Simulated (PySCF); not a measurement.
Species: C7H11 (doublet state).
SMILES with atom numbers: `[CH2:1][CH2:2]/[C:3]([CH:4]=[CH2:5])=[CH:6]\[CH3:7]` (hydrogens: H8, H9 on C1; H10, H11 on C2; H12 on C4; H13, H14 on C5; H15 on C6; H16, H17, H18 on C7)

Structure used (GFN2-xTB), in Å, numbered top down from 1:
```xyz
18
C7H11 angstrom
C      0.0304    1.9540    0.4124
C     -0.0212    1.0137   -0.7203
C      0.1493   -0.3905   -0.1537
C      1.5018   -0.9019    0.0110
C      2.6371   -0.2421   -0.1892
C     -0.8877   -1.1412    0.2406
C     -2.3366   -0.7942    0.2008
H     -0.8513    2.1389    0.9956
H      0.9755    2.2407    0.8318
H     -0.9743    1.0805   -1.2459
H      0.7820    1.2035   -1.4338
H      1.5514   -1.9336    0.3398
H      2.6703    0.7874   -0.5010
H      3.5917   -0.7153   -0.0346
H     -0.6814   -2.1271    0.6419
H     -2.7804   -0.9592    1.1827
H     -2.8562   -1.4454   -0.5041
H     -2.5092    0.2381   -0.0856
```

The hyperfine couplings belong to this conformer and change with its torsions.

Method: PySCF, UKS B3LYP, pcH-1 on C H, non-relativistic, mean-field spin-orbit, GIAO. Geometry: GFN2-xTB, one conformer, isolated molecule. A GFN2-xTB geometry isn't a minimum of the functional, and hyperfine couplings can be far from their values at a DFT geometry. No stability test was run, so a lower SCF solution isn't excluded.

Principal values of hyperfine tensors in MHz (contact and dipolar terms together), for some of the nuclei:

```
atom  isotope      A1      A2      A3
  C3      13C   65.28   69.32   88.87
  H9       1H  -98.66  -60.22  -20.45
  H8       1H  -97.57  -59.31  -19.51
 H11       1H   29.47   29.81   44.03
 H10       1H   23.09   24.03   37.73
  C2      13C  -30.62  -27.21  -25.23
 H16       1H    3.66    4.11    7.09
 H17       1H    3.40    3.88    6.30
```

(1) Give the isotropic coupling of each nucleus in MHz and in mT (g = 2.0026), and the anisotropic part.

(2) What spin density at the nucleus of H8 lies behind its contact coupling (g_N = 5.58569)?

(3) C1 (13C, g_N = 1.40482) isn't in the table. Its spin density at the nucleus is 0.08875 bohr⁻³. What is its contact coupling?

(4) In a single crystal, with the field along each principal axis of the tensor of C3 in turn, what first-order splitting does this nucleus give (isotropic g, quadrupole terms neglected)?

## Answers

(1) a_iso is a third of the trace, T = A − a_iso, and a(mT) = a(MHz)/(g × 13.996).

```tsv
atom	a_iso (MHz)	a_iso (mT)	T1	T2	T3
C3	74.49	2.658	-9.21	-5.17	14.38
H9	-59.78	-2.133	-38.88	-0.45	39.33
H8	-58.80	-2.098	-38.77	-0.51	39.28
H11	34.43	1.229	-4.97	-4.63	9.59
H10	28.28	1.009	-5.19	-4.26	9.45
C2	-27.69	-0.988	-2.94	0.47	2.46
H16	4.95	0.177	-1.30	-0.84	2.14
H17	4.53	0.162	-1.12	-0.65	1.77
```

(2) a_FC = (2μ0/3) gₑ μB g_N μN ρ(0)/(2S·h) = 800.24 MHz × g_N × ρ(0)/(2S), with ρ in bohr⁻³. With a_FC = -58.80 MHz and 2S = 1, ρ(0) = -0.01315 bohr⁻³. In magnitude that is 4.1 % of the 1/π = 0.318 of a free hydrogen atom.

(3) By the same relation, a_FC = 99.8 MHz. Its full tensor has the principal values 18.82, 19.63, 260.88 MHz.

(4) 2 lines (I = 1/2), spaced by |A_i|/(g × 13.996): 2.33, 2.47, 3.17 mT along the axes of A1, A2 and A3.
